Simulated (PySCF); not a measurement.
Isomers of C7H4O3, one GFN2-xTB conformer each. Single-point energies are computed at PBE0/pcSseg-1 (PySCF, gas phase, no added dispersion term), electronic only.

```tsv
SMILES	GFN2-xTB relative energy (kcal/mol)
C#CC(=C=CC(=O)O)C=O	71.7
O=Cc1cc2occc2o1	0.0
```

Conformers: `[CH:1]#[C:2][C:3](=[C:4]=[CH:5][C:6](=[O:7])[OH:8])[CH:9]=[O:10]` with C4–C5–C6–O7 179°, C5–C6–O8–H -179°, C2–C3–C9–O10 -178°; `[O:1]=[CH:2][c:3]1[cH:4][c:5]2[o:6][cH:7][cH:8][c:9]2[o:10]1` with O1–C2–C3–C4 0°.

Question: What does PBE0/pcSseg-1 give for the same structures?

Answer: 
```
             SMILES  PBE0/pcSseg-1 E (Eh)  PBE0/pcSseg-1 (kcal/mol)  GFN2-xTB (kcal/mol)  point group
    O=Cc1cc2occc2o1            -494.15282                       0.0                  0.0           Cs
C#CC(=C=CC(=O)O)C=O            -494.08722                      41.2                 71.7           C1
```

Both levels put the same isomer lowest. As drawn, the lower has an aromatic ring, which the higher lacks; the higher has a C≡C bond, cumulated double bonds and an O–H bond, which the lower lacks.

Question: Which frontier levels, dipoles and rotational constants go with these structures?

Answer: 
```tsv
SMILES	HOMO (eV, PBE0/pcSseg-1)	LUMO (eV)	dipole (D)	A, B, C (MHz)
O=Cc1cc2occc2o1	-6.69	-2.05	4.33	4951, 870.9, 740.6
C#CC(=C=CC(=O)O)C=O	-7.76	-2.51	3.15	2073, 769.6, 633.7
```
